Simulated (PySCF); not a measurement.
Electronic structure of Se²⁺ (selenium, charge +2) at the r2SCAN level

Configuration: [Ar] 3d10 4s1 4p2 5s1, high-spin 5P determinant (an excited configuration). Calculation: PySCF 2.14, in x2c-TZVPPall with one added diffuse shell each of s, p, d type (7s6p5d1f, 57 functions); the spin-free X2C one-electron Hamiltonian (Gaussian nucleus).

```
Total energy                                                  : -2427.714 hartree
One-electron energy                                           : -3341.747 hartree
Hartree (Coulomb) energy                                      : 1001.784 hartree
Exchange-correlation energy                                   : -87.750 hartree
⟨S²⟩                                                          : 6.0013
⟨L²⟩                                                          : 2.085
Sum of ⟨r⟩                                                    : 21.83 bohr
Sum of ⟨r²⟩                                                   : 37.34 bohr²
Traceless quadrupole moment −½Σ⟨3z² − r²⟩ along its main axis : 2.57 e·bohr²
Langevin diamagnetic susceptibility                           : -29.6 ×10⁻⁶ cm³/mol
Time after the integrals                                      : of the order of 8 core-seconds
```

```tsv
shell	electrons	mean orbital energy (hartree)	spread (hartree)	rms radius, mean of both spins (bohr)
1s α	1	-461.43407	0	0.0508
1s β	1	-461.42132	0	0.0508
2s α	1	-60.64398	0	0.212
2s β	1	-60.64135	0	0.212
2p α	3	-53.41147	0.00428	0.189
2p β	3	-53.40337	0.01102	0.189
3s α	1	-9.16833	0	0.614
3s β	1	-9.15469	0	0.614
3p α	3	-6.87642	0.02321	0.637
3p β	3	-6.86009	0.02937	0.637
3d α	5	-3.10693	0.02137	0.697
3d β	5	-3.08080	0.02922	0.697
4s α	1	-1.65930	0	1.75
4p α	2	-1.17414	0	2.02
5s α	1	-0.51519	0	4.22
```

The outer electron is Rydberg-like, and this basis confines it to a smaller radius and binds it less than a complete one would.

Densities and radii are taken from the X2C orbitals without a picture-change correction, which distorts them close to the nucleus.
